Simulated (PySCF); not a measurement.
Below is a simulated gas-phase Si 2p photoelectron spectrum of `CN[SiH2]P`.

Every computed line was given a Gaussian of 0.5 eV full width at half maximum and an area set by the number of equivalent atoms (split 2:1 within a doublet); the highest printed point is 100. Computed with delta-SCF UKS SCAN, pcX-2 on the ionised atom, pcseg-1 elsewhere, spin-free X2C (PySCF 2.14.0).

| binding energy (eV) | intensity |
| --- | --- |
| 106.0 | 0 |
| 106.1 | 1 |
| 106.2 | 5 |
| 106.3 | 13 |
| 106.4 | 31 |
| 106.5 | 57 |
| 106.6 | 84 |
| 106.7 | 100 |
| 106.8 | 96 |
| 106.9 | 77 |
| 107.0 | 57 |
| 107.1 | 46 |
| 107.2 | 47 |
| 107.3 | 51 |
| 107.4 | 50 |
| 107.5 | 39 |
| 107.6 | 25 |
| 107.7 | 13 |
| 107.8 | 5 |
| 107.9 | 2 |
| 108.0 | 0 |
| 108.1 | 0 |

Task: Count the maxima, the lines and the sites behind this envelope.

Result: The curve has 2 maxima (at 106.7 and 107.3 eV). Under it lie 2 lines from 1 inequivalent silicon site, drawn as a 2p3/2, 2p1/2 pair.

Task: Decompose the envelope and assign each component. Numbering: `[CH3:1][NH:2][SiH2:3][PH2:4]`.

Result: 
| position (eV) | relative area | line | atoms | environment |
| --- | --- | --- | --- | --- |
| 106.73 | 0.67 | Si 2p3/2 | Si3 | SiH2 silicon |
| 107.35 | 0.33 | Si 2p1/2 | Si3 | SiH2 silicon |

Task: What are the centre and the root-mean-square width of the whole band?

Result: The area-weighted mean of the lines is 106.93 eV. Their own spread about it is 0.29 eV (rms) and each Gaussian has σ = 0.5/2.355 = 0.21 eV; the variances add, which gives 0.36 eV.

The curve has no shake-up lines and no vibrational structure. Spin–orbit coupling isn't in the SCF: each 2p doublet comes from a relaxed spin-free hole plus a matrix of the shell (mean-field spin–orbit coupling and the ground-state 2p splitting), with 2p3/2 averaged over its two sublevels. 2p1/2 minus 2p3/2 (ligand field included): Si 0.62 eV. One conformer (not necessarily the lowest) at the PBE0-D3(BJ)/def2-SVP geometry, without solvent, vibrations or thermal averaging.

Shape of the structure used: `[CH3:1][NH:2][SiH2:3][PH2:4]`: C1–N2–Si3–P4 166°, H–P4–Si3–N2 -87°, H–P4–Si3–N2 178°.
